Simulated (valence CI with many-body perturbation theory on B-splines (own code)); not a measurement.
E1 transitions of W66+

Level of theory: relativistic CI+MBPT: six valence electrons over a frozen Dirac-Fock core [He], radial functions for each j: 9 s, 9 p, 8 d, 6 f, 3 g, 1 h, with the one-electron correlation potential Σ1, the two-electron term Σ2, the three-electron term Σ3, Breit, model QED; selected CI, second order for the rest, scaled by the run's own slope (own B-spline code, finite nucleus).

The last digits are not significant, and no measured levels were compared; by estimate large intervals hold to a few tenths of a per cent, small ones and those within an open d or f shell to about a per cent. Among the levels kept, up to 2300 cm⁻¹ of a level comes from second order outside the variational space, and about a tenth of that is noise between levels of different J, which matters for small intervals.

Lines 151 to 200 of 206 in falling wavelength, among levels below 10619 eV, chosen from the strongest by gf and those to the six lowest levels. Wavelengths and rates use the calculated energies. Electric multipoles are in the length gauge with retardation, E1 and E2 with the static RPA response of the core. Weak lines are less certain than strong ones. Lines between different terms over intervals too small for the method are left out, as are lines whose strength nearly cancels. The highest levels of a list are the least certain.

Levels are named by their leading jj configuration (3d3/2^4 stands for four electrons in 3d with j = 3/2), which in mixed levels can hold well under half, so a name can repeat and another be missing. Letters in brackets count levels of one name in rising energy.

```
λ vac (Å)                               Upper                       Lower   A (s⁻¹)  S (a.u.)
    1.438     (2s^2 2p1/2 2p3/2^2 3s) J=1 [a]    (2s^2 2p1/2 2p3/2^3) J=2  3.91e+13  1.72e-04
    1.437     (2s^2 2p1/2 2p3/2^2 3s) J=2 [a]    (2s^2 2p1/2 2p3/2^3) J=1  3.07e+13  2.25e-04
    1.436         (2s 2p1/2^2 2p3/2^2 3s) J=0    (2s 2p1/2^2 2p3/2^3) J=1  1.11e+14  1.62e-04
    1.436         (2s^2 2p1/2 2p3/2^2 3s) J=3    (2s^2 2p1/2 2p3/2^3) J=2  3.88e+13  3.97e-04
    1.435     (2s^2 2p1/2 2p3/2^2 3s) J=1 [a]    (2s^2 2p1/2 2p3/2^3) J=1  1.94e+14  8.50e-04
    1.435     (2s^2 2p1/2 2p3/2^2 3s) J=2 [b]    (2s^2 2p1/2 2p3/2^3) J=2  2.05e+14  1.49e-03
    1.434         (2s^2 2p1/2^2 2p3/2 3s) J=2  (2s^2 2p1/2^2 2p3/2^2) J=2  1.13e+14  8.24e-04
    1.433         (2s^2 2p1/2^2 2p3/2 3s) J=1  (2s^2 2p1/2^2 2p3/2^2) J=2  1.88e+14  8.19e-04
    1.432      (2s^2 2p1/2 2p3/2^2 3p3/2) J=0    (2s 2p1/2^2 2p3/2^3) J=1  1.46e+11  2.12e-07
    1.432     (2s^2 2p1/2 2p3/2^2 3s) J=2 [b]    (2s^2 2p1/2 2p3/2^3) J=1  2.87e+13  2.08e-04
    1.431      (2s^2 2p1/2 2p3/2^2 3p3/2) J=2    (2s 2p1/2^2 2p3/2^3) J=1  8.35e+11  6.04e-06
    1.429  (2s^2 2p1/2 2p3/2^2 3p3/2) J=1 [a]    (2s 2p1/2^2 2p3/2^3) J=1  4.06e+12  1.75e-05
    1.429     (2s 2p1/2^2 2p3/2^2 3s) J=1 [a]    (2s 2p1/2^2 2p3/2^3) J=2  8.94e+13  3.86e-04
    1.428     (2s 2p1/2^2 2p3/2^2 3s) J=1 [b]    (2s 2p1/2^2 2p3/2^3) J=2  5.06e+13  2.18e-04
    1.427     (2s^2 2p1/2 2p3/2^2 3s) J=1 [b]    (2s^2 2p1/2 2p3/2^3) J=2  9.62e+13  4.14e-04
    1.426     (2s 2p1/2^2 2p3/2^2 3s) J=2 [b]    (2s 2p1/2^2 2p3/2^3) J=2  4.92e+12  3.53e-05
    1.424         (2s^2 2p1/2 2p3/2^2 3s) J=0    (2s^2 2p1/2 2p3/2^3) J=1  1.18e+14  1.68e-04
    1.424     (2s^2 2p1/2 2p3/2^2 3s) J=1 [b]    (2s^2 2p1/2 2p3/2^3) J=1  1.92e+13  8.19e-05
    1.422  (2s^2 2p1/2 2p3/2^2 3p3/2) J=1 [b]    (2s 2p1/2^2 2p3/2^3) J=1  4.84e+12  2.06e-05
    1.418  (2s^2 2p1/2 2p3/2^2 3p3/2) J=3 [a]    (2s 2p1/2^2 2p3/2^3) J=2  2.53e+11  2.49e-06
    1.417      (2s^2 2p1/2 2p3/2^2 3p3/2) J=2    (2s 2p1/2^2 2p3/2^3) J=2  3.79e+12  2.66e-05
    1.415  (2s^2 2p1/2 2p3/2^2 3p3/2) J=1 [a]    (2s 2p1/2^2 2p3/2^3) J=2  1.89e+12  7.94e-06
    1.414  (2s^2 2p1/2 2p3/2^2 3p3/2) J=3 [b]    (2s 2p1/2^2 2p3/2^3) J=2  2.78e+11  2.71e-06
    1.408  (2s^2 2p1/2 2p3/2^2 3p3/2) J=1 [b]    (2s 2p1/2^2 2p3/2^3) J=2  5.15e+09  2.13e-08
    1.364  (2s 2p1/2^2 2p3/2^2 3p1/2) J=2 [a]    (2s^2 2p1/2 2p3/2^3) J=2  1.30e+11  8.18e-07
    1.364      (2s 2p1/2^2 2p3/2^2 3p1/2) J=3    (2s^2 2p1/2 2p3/2^3) J=2  3.44e+10  3.02e-07
    1.362  (2s 2p1/2^2 2p3/2^2 3p1/2) J=2 [a]    (2s^2 2p1/2 2p3/2^3) J=1  4.25e+11  2.65e-06
    1.349  (2s 2p1/2^2 2p3/2^2 3p1/2) J=1 [a]    (2s^2 2p1/2 2p3/2^3) J=2  1.03e+12  3.73e-06
    1.349  (2s 2p1/2^2 2p3/2^2 3p1/2) J=1 [b]    (2s^2 2p1/2 2p3/2^3) J=2  1.02e+09  3.72e-09
    1.348  (2s 2p1/2^2 2p3/2^2 3p1/2) J=2 [b]    (2s^2 2p1/2 2p3/2^3) J=2  6.29e+11  3.80e-06
    1.346  (2s 2p1/2^2 2p3/2^2 3p1/2) J=1 [a]    (2s^2 2p1/2 2p3/2^3) J=1  1.14e+11  4.12e-07
    1.346  (2s 2p1/2^2 2p3/2^2 3p1/2) J=1 [b]    (2s^2 2p1/2 2p3/2^3) J=1  6.79e+09  2.45e-08
    1.346      (2s 2p1/2^2 2p3/2^2 3p1/2) J=0    (2s^2 2p1/2 2p3/2^3) J=1  1.60e+12  1.93e-06
    1.346  (2s 2p1/2^2 2p3/2^2 3p1/2) J=2 [b]    (2s^2 2p1/2 2p3/2^3) J=1  1.06e+10  6.37e-08
    1.342      (2s^2 2p1/2^2 2p3/2 3d3/2) J=1  (2s^2 2p1/2^2 2p3/2^2) J=0  1.33e+14  4.75e-04
    1.335      (2s^2 2p1/2^2 2p3/2 3d3/2) J=2  (2s^2 2p1/2^2 2p3/2^2) J=2  1.35e+14  7.93e-04
    1.334      (2s^2 2p1/2^2 2p3/2 3d3/2) J=3  (2s^2 2p1/2^2 2p3/2^2) J=2  2.91e+13  2.38e-04
    1.333      (2s^2 2p1/2^2 2p3/2 3d3/2) J=1  (2s^2 2p1/2^2 2p3/2^2) J=2  2.70e+14  9.46e-04
    1.323      (2s^2 2p1/2^2 2p3/2 3d5/2) J=1  (2s^2 2p1/2^2 2p3/2^2) J=0  1.41e+15  4.84e-03
    1.319      (2s^2 2p1/2^2 2p3/2 3d5/2) J=2  (2s^2 2p1/2^2 2p3/2^2) J=2  1.03e+15  5.81e-03
    1.317      (2s^2 2p1/2^2 2p3/2 3d5/2) J=3  (2s^2 2p1/2^2 2p3/2^2) J=2  2.30e+15  1.81e-02
    1.315      (2s^2 2p1/2^2 2p3/2 3d5/2) J=1  (2s^2 2p1/2^2 2p3/2^2) J=2  1.24e+14  4.18e-04
    1.243     (2s^2 2p1/2 2p3/2^2 3s) J=1 [a]  (2s^2 2p1/2^2 2p3/2^2) J=0  2.21e+11  6.28e-07
    1.237     (2s^2 2p1/2 2p3/2^2 3s) J=2 [a]  (2s^2 2p1/2^2 2p3/2^2) J=2  2.40e+13  1.12e-04
    1.235     (2s^2 2p1/2 2p3/2^2 3s) J=1 [a]  (2s^2 2p1/2^2 2p3/2^2) J=2  5.00e+13  1.40e-04
    1.234     (2s^2 2p1/2 2p3/2^2 3s) J=1 [b]  (2s^2 2p1/2^2 2p3/2^2) J=0  4.64e+13  1.29e-04
    1.234         (2s^2 2p1/2 2p3/2^2 3s) J=3  (2s^2 2p1/2^2 2p3/2^2) J=2  4.32e+13  2.80e-04
    1.232     (2s^2 2p1/2 2p3/2^2 3s) J=2 [b]  (2s^2 2p1/2^2 2p3/2^2) J=2  2.34e+13  1.08e-04
    1.227     (2s^2 2p1/2 2p3/2^2 3s) J=1 [b]  (2s^2 2p1/2^2 2p3/2^2) J=2  2.60e+11  7.09e-07
    1.180  (2s 2p1/2^2 2p3/2^2 3p1/2) J=2 [a]  (2s^2 2p1/2^2 2p3/2^2) J=2  2.10e+14  8.54e-04
```
